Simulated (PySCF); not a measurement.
C₄H₄NO₂S (doublet state).
Structure used (GFN2-xTB), in Å, numbered top down from 1:
```xyz
12
C4H4NO2S angstrom
N      1.4992    0.8140    0.5685
C      1.4268   -0.4566    0.2770
O      2.0725   -1.4053    0.6506
C      0.2059   -0.5497   -0.7197
S     -0.1079    1.2249   -0.9314
C     -1.4079    0.7308    0.2477
C     -1.0716   -0.7417    0.0408
O     -1.6689   -1.7201    0.3646
H      2.2509    1.1643    1.1461
H      0.4108   -1.1810   -1.5790
H     -2.4126    1.0253   -0.0495
H     -1.1960    1.0947    1.2522
```

The hyperfine couplings belong to this conformer and change with its torsions.

Identity: `[NH]C([C@H]1C(=O)CS1)=O` [radical].

Computed, not measured: PySCF, UKS B3LYP, pcH-1 on C H N O S, non-relativistic, mean-field spin-orbit, GIAO. Isolated species at its GFN2-xTB geometry (one conformer only). A GFN2-xTB geometry isn't a minimum of the functional, and hyperfine couplings can be far from their values at a DFT geometry, by a factor of two or more for some ions and for spin on atoms past the first row. Stability of the SCF solution: not tested.

(1) Predict the first-order ENDOR lines of N1, H9, H12, H11 and H10 under fast tumbling at B = 3353.9 mT (W band).

(2) Which pairs are centred on the nuclear Larmor frequency, and which on half the coupling?

(3) At what field would the lower line of H9 fall to zero frequency?

## Answers

(1) ν± = |νn ± a/2|, one line for each electron-spin manifold; νn = |g_N| × 7.62259 MHz/T × B.

```tsv
nuclei	isotope	g_N	νn (MHz)	a_iso (MHz)	lower line (MHz)	upper line (MHz)
N1	14N	0.4038	10.32	114.05	46.70	67.35
H9	1H	5.5857	142.80	33.89	125.86	159.75
H12	1H	5.5857	142.80	27.21	129.20	156.40
H11	1H	5.5857	142.80	23.92	130.84	154.76
H10	1H	5.5857	142.80	1.76	141.92	143.68
```

(2) Centred on νn, since |a| < 2νn: H9, H12, H11 and H10. Centred on |a|/2 and split by 2νn: N1.

(3) Where νn = |a|/2, that is B = 16.95 MHz/(5.5857 × 7.62259 MHz/T) = 398 mT, as far as first order holds there.

The largest Mulliken spin populations are on S5 (+0.48), N1 (+0.43) and O3 (+0.12).
